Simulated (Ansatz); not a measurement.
Species, as SMILES: [F][Ge][F] (closed-shell singlet).
Geometry (B3LYP-D3(BJ)/def2-TZVP, fixed):
```
Ge
F 1 1.7583
F 1 1.7583 2 97.40
```

Basis-set convergence of the dipole moment at MP2 with Ansatz (an electronic-structure program). Dipoles come from the density behind the forces; the sign is taken along the dipole that this method gives in the largest set. The reference of a correlated method is not its basis-set limit, which lies further on. Cartesian d functions, on some or all atoms, in 6-31G; all else is spherical. Cores are frozen (with 3d on Ga to Br). No added dispersion term, no relativity. Reference: the value in aug-cc-pVQZ, 2.560 D, itself unsure by roughly 0.002 D (its distance from def2-QZVPPD). Deviations are taken from unrounded values.

| basis | functions | dipole moment (D) | minus reference (D) |
|---|---|---|---|
| STO-3G | 28 | 0.366 | -2.194 |
| pcseg-0 | 40 | 2.509 | -0.052 |
| 6-31G | 47 | 2.925 | 0.365 |
| cc-pVDZ | 55 | 2.408 | -0.153 |
| pcseg-1 | 55 | 2.589 | 0.029 |
| aug-cc-pVDZ | 82 | 2.627 | 0.067 |
| cc-pVTZ | 103 | 2.414 | -0.146 |
| pcseg-2 | 103 | 2.634 | 0.074 |
| def2-TZVPP | 110 | 2.512 | -0.048 |
| def2-TZVPPD | 134 | 2.555 | -0.005 |
| aug-cc-pVTZ | 151 | 2.553 | -0.007 |
| aug-pcseg-2 | 151 | 2.556 | -0.004 |
| cc-pVQZ | 178 | 2.506 | -0.054 |
| pcseg-3 | 188 | 2.584 | 0.023 |
| def2-QZVP | 189 | 2.552 | -0.009 |
| def2-QZVPP | 203 | 2.558 | -0.002 |
| def2-QZVPPD | 227 | 2.562 | 0.002 |
| aug-cc-pVQZ | 253 | 2.560 | 0.000 |
